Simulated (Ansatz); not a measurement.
`[CH3][GeH]([SiH3])[Cl]` + `[OH][SnH2][SH]` → `[CH3][GeH]([SiH3])[SH]` + `[OH][SnH2][Cl]`  (redistribution)

Program: Ansatz. Geometries: PBE0-D4/def2-TZVP. ΔE: electronic, gas phase. CCSD(T)/CBS is the MP2 limit (def2-TZVPP, def2-QZVPP) plus CCSD(T) − MP2 in def2-TZVPP, frozen cores. DFT in def2-TZVPP. def2 core potentials past Kr. For Ge, Sn outer-core shells are correlated without core-valence functions, which leaves a few kJ/mol of doubt a bond. Scalar relativity is left out up to krypton. One conformer a species, not always the lowest.

```json
{"level": "PBE-D4", "ΔE (kJ/mol)": "0.1"}
{"level": "r2SCAN", "ΔE (kJ/mol)": "-0.3"}
{"level": "HF/def2-TZVPP", "ΔE (kJ/mol)": "0.2"}
{"level": "MP2/def2-TZVPP", "ΔE (kJ/mol)": "0.5"}
{"level": "SCS-MP2/def2-TZVPP", "ΔE (kJ/mol)": "0.6"}
{"level": "CCSD/def2-TZVPP", "ΔE (kJ/mol)": "0.2"}
{"level": "HF/def2-QZVPP", "ΔE (kJ/mol)": "-0.2"}
{"level": "MP2/def2-QZVPP", "ΔE (kJ/mol)": "-0.2"}
```

(1) What does CCSD(T)/CBS give? (Estimate.)

Largest T1 diagnostic among the species: 0.013.

Results:

(1) Ansatz gave: -0.8 kJ/mol. The listed levels differ from it by 0.9, 0.5, 1.0, 1.3, 1.4, 1.0, 0.6, 0.6 kJ/mol.
